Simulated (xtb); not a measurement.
CF$_{3}$O$_{3}$S (SMILES O=S(=O)([O-])C(F)(F)F), charge -1, singlet, at a GFN2-xTB geometry; GFN2-xTB in xtb 6.7.1.

Input for xtb:
```
$ xtb mol.xyz --gfn 2 --chrg -1 --hess --json

# file mol.xyz
8

O      1.43759940    -0.31893974     1.17113549
S      0.92357543    -0.03591358    -0.15049648
O      1.20167442     1.28840781    -0.66027026
O      1.03510126    -1.11234754    -1.10960410
C     -0.92892797     0.03612172     0.15136868
F     -1.26275110     0.99198614     1.03329425
F     -1.40924817    -1.11942013     0.63811600
F     -1.61673848     0.29420318    -0.97256107
```

The log (banner, timings and long lists left out):

```
   ID    Z sym.   atoms
    1    8 O      1, 3, 4
    2   16 S      2
    3    6 C      5
    4    9 F      6-8

           -------------------------------------------------
          |                Calculation Setup                |
           -------------------------------------------------

           -------------------------------------------------
          |                 G F N 2 - x T B                 |
           -------------------------------------------------

          ...................................................
          :                      SETUP                      :
          :.................................................:
          :  # basis functions                  38          :
          :  # atomic orbitals                  37          :
          :  # shells                           17          :
          :  # electrons                        50          :
          :  max. iterations                   250          :
          :  Hamiltonian                  GFN2-xTB          :
          :  restarted?                      false          :
          :  GBSA solvation                  false          :
          :  PC potential                    false          :
          :  electronic temp.          300.0000000     K    :
          :  accuracy                    1.0000000          :
          :  -> integral cutoff          0.2500000E+02      :
          :  -> integral neglect         0.1000000E-07      :
          :  -> SCF convergence          0.1000000E-05 Eh   :
          :  -> wf. convergence          0.1000000E-03 e    :
          :  Broyden damping             0.4000000          :
          :  net charge                         -1          :
          :  unpaired electrons                  0          :
          ...................................................

 iter      E             dE          RMSdq      gap      omega  full diag
   1    -32.0611389 -0.320611E+02  0.865E+00    7.82       0.0  T
   2    -32.1395219 -0.783830E-01  0.592E+00    8.39       1.0  T
   3    -32.1484746 -0.895273E-02  0.279E+00    8.27       1.0  T
   4    -32.1526750 -0.420038E-02  0.624E-01    8.20       1.0  T
   5    -32.1529893 -0.314329E-03  0.348E-01    8.23       1.0  T
   6    -32.1531007 -0.111402E-03  0.107E-01    8.23       1.0  T
   7    -32.1531106 -0.990479E-05  0.671E-02    8.22       1.0  T
   8    -32.1531168 -0.614986E-05  0.556E-03    8.21       6.4  T
   9    -32.1531168 -0.248765E-07  0.316E-03    8.21      11.2  T
  10    -32.1531168 -0.106003E-07  0.462E-04    8.21      76.5  T
  11    -32.1531168 -0.271022E-09  0.586E-05    8.21     603.3  T

   *** convergence criteria satisfied after 11 iterations ***

         :::::::::::::::::::::::::::::::::::::::::::::::::::::
         ::                     SUMMARY                     ::
         :::::::::::::::::::::::::::::::::::::::::::::::::::::
         :: total energy             -32.054461274173 Eh    ::
         :: gradient norm              0.000019954041 Eh/a0 ::
         :: HOMO-LUMO gap              8.214228328892 eV    ::
         ::.................................................::
         :: SCC energy               -32.153114600320 Eh    ::
         :: -> isotropic ES            0.212458707091 Eh    ::
         :: -> anisotropic ES         -0.013599732362 Eh    ::
         :: -> anisotropic XC         -0.024921006139 Eh    ::
         :: -> dispersion             -0.007060952310 Eh    ::
         :: repulsion energy           0.098653326147 Eh    ::
         :: add. restraining           0.000000000000 Eh    ::
         :: total charge              -1.000000000000 e     ::
         :::::::::::::::::::::::::::::::::::::::::::::::::::::

           -------------------------------------------------
          |                Numerical Hessian                |
           -------------------------------------------------
step length          :   0.00500
SCC accuracy         :   0.30000
Hessian scale factor :   1.00000
frozen atoms in %    :   0.00000    0
RMS gradient         :   0.00002
estimated CPU  time      0.00 min

writing file <hessian>.

 projected vibrational frequencies (cm⁻¹)
eigval :       -0.00    -0.00    -0.00     0.00     0.00     0.00
eigval :       44.52   110.54   110.55   270.47   302.20   302.20
eigval :      462.69   462.69   497.28   497.29   539.22   657.36
eigval :      993.78  1070.50  1070.52  1150.34  1213.44  1213.45
           -------------------------------------------------
          |                Property Printout                |
           -------------------------------------------------

    * Orbital Energies and Occupations

         #    Occupation            Energy/Eh            Energy/eV
      -------------------------------------------------------------
         1        2.0000           -0.7411519             -20.1678
       ...           ...                  ...                  ...
        13        2.0000           -0.4093958             -11.1402
        14        2.0000           -0.3974405             -10.8149
        15        2.0000           -0.3967312             -10.7956
        16        2.0000           -0.3967312             -10.7956
        17        2.0000           -0.3647657              -9.9258
        18        2.0000           -0.3638504              -9.9009
        19        2.0000           -0.3638504              -9.9009
        20        2.0000           -0.2960779              -8.0567
        21        2.0000           -0.2960779              -8.0567
        22        2.0000           -0.2781876              -7.5699
        23        2.0000           -0.2781876              -7.5699
        24        2.0000           -0.2650264              -7.2117
        25        2.0000           -0.2634591              -7.1691 (HOMO)
        26                          0.0384085               1.0451 (LUMO)
        27                          0.0825096               2.2452
[...]
                             2 S    0.644
     6   9 F    1.068 --     5 C    0.950
     7   9 F    1.068 --     5 C    0.950
     8   9 F    1.068 --     5 C    0.950
 ---------------------------------------------------------------------------

Topologies differ in total number of bonds
Writing topology from bond orders to xtbtopo.mol

molecular dipole:
                 x           y           z       tot (Debye)
 q only:       -1.219       0.047       0.199
   full:       -1.404       0.055       0.229       3.618
molecular quadrupole (traceless):
                xx          xy          yy          xz          yz          zz
 q only:       -1.823       0.108       0.946       0.452      -0.018       0.877
  q+dip:       -0.345       0.020       0.179       0.086      -0.003       0.166
   full:       -0.372       0.022       0.193       0.092      -0.004       0.179
Molecule has the following symmetry elements: (C3) 3*(sigma)
It seems to be the C3v point group

           -------------------------------------------------
          |               Frequency Printout                |
           -------------------------------------------------
 projected vibrational frequencies (cm⁻¹)
eigval :       -0.00    -0.00    -0.00     0.00     0.00     0.00
eigval :       44.52   110.54   110.55   270.47   302.20   302.20
eigval :      462.69   462.69   497.28   497.29   539.22   657.36
eigval :      993.78  1070.50  1070.52  1150.34  1213.44  1213.45
 reduced masses (amu)
   1: 19.05   2: 18.58   3: 20.43   4: 20.00   5: 18.72   6: 19.14   7: 17.56   8: 17.71
   9: 17.71  10: 19.02  11: 17.94  12: 17.94  13: 18.20  14: 18.20  15: 19.16  16: 19.16
  17: 24.00  18: 19.15  19: 16.68  20: 14.07  21: 14.07  22: 14.95  23: 22.89  24: 22.89
 IR intensities (km·mol⁻¹)
   1:  3.45   2:  1.86   3:  6.79   4:  5.40   5:  2.43   6:  3.40   7:  0.00   8:  2.91
   9:  2.91  10:  1.75  11:  1.21  12:  1.21  13: 34.67  14: 34.63  15: 45.41  16: 45.38
  17:434.42  18: 28.36  19:186.51  20:175.83  21:175.71  22: 13.20  23:665.60  24:665.60
 Raman intensities (Ä⁴*amu⁻¹)
   1:  0.00   2:  0.00   3:  0.00   4:  0.00   5:  0.00   6:  0.00   7:  0.00   8:  0.00
   9:  0.00  10:  0.00  11:  0.00  12:  0.00  13:  0.00  14:  0.00  15:  0.00  16:  0.00
  17:  0.00  18:  0.00  19:  0.00  20:  0.00  21:  0.00  22:  0.00  23:  0.00  24:  0.00
 output can be read by thermo (or use thermo option).
 writing <g98.out> molden fake output.
 recommended (thermochemical) frequency scaling factor: 1.0
           -------------------------------------------------
          |             Thermodynamic Functions             |
           -------------------------------------------------

c3v symmetry found (for desy threshold:  0.10E+00) used in thermo

          ...................................................
          :                      SETUP                      :
          :.................................................:
          :  # frequencies                          18      :
          :  # imaginary freq.                       0      :
          :  linear?                             false      :
          :  only rotor calc.                    false      :
          :  symmetry                              c3v      :
          :  rotational number                       3      :
          :  scaling factor                  1.0000000      :
          :  rotor cutoff                   50.0000000 cm⁻¹ :
          :  imag. cutoff                  -20.0000000 cm⁻¹ :
          :.................................................:

    mode    ω/cm⁻¹     T·S(HO)/kcal·mol⁻¹    T·S(FR)/kcal·mol⁻¹   T·S(vib)
   ------------------------------------------------------------------------
       1     44.52    -1.50480 ( 38.59%)    -1.09054 ( 61.41%)    -1.25042
       2    110.54    -0.97177 ( 95.98%)    -0.82135 (  4.02%)    -0.96573
       3    110.55    -0.97175 ( 95.98%)    -0.82134 (  4.02%)    -0.96570
       4    270.47    -0.47502 ( 99.88%)    -0.55639 (  0.12%)    -0.47511
   ------------------------------------------------------------------------

   temp. (K)  partition function   enthalpy   heat capacity  entropy
                                   cal/mol     cal/K/mol   cal/K/mol   J/K/mol
 298.15  VIB   124.                 3138.345     19.127     19.216
         ROT  0.112E+06              888.752      2.981     26.086
         INT  0.139E+08             4027.098     22.108     45.302
         TR   0.176E+28             1481.254      4.968     40.889
         TOT                        5508.3515    27.0763    86.1916   360.6256

       T/K    H(0)-H(T)+PV         H(T)/Eh          T*S/Eh         G(T)/Eh
   ------------------------------------------------------------------------
    298.15    0.877812E-02    0.337674E-01    0.409524E-01   -0.718499E-02
   ------------------------------------------------------------------------

         :::::::::::::::::::::::::::::::::::::::::::::::::::::
         ::                  THERMODYNAMIC                  ::
         :::::::::::::::::::::::::::::::::::::::::::::::::::::
         :: total free energy         -32.061646267653 Eh   ::
         ::.................................................::
         :: total energy              -32.054461274175 Eh   ::
         :: zero point energy           0.024989295965 Eh   ::
         :: G(RRHO) w/o ZPVE           -0.032174289443 Eh   ::
         :: G(RRHO) contrib.           -0.007184993478 Eh   ::
         :::::::::::::::::::::::::::::::::::::::::::::::::::::

           -------------------------------------------------
          | TOTAL ENERGY              -32.054461274175 Eh   |
          | TOTAL ENTHALPY            -32.020693861403 Eh   |
          | TOTAL FREE ENERGY         -32.061646267653 Eh   |
          | GRADIENT NORM               0.000020582697 Eh/α |
          | HOMO-LUMO GAP               8.214234100723 eV   |
           -------------------------------------------------

normal termination of xtb
```
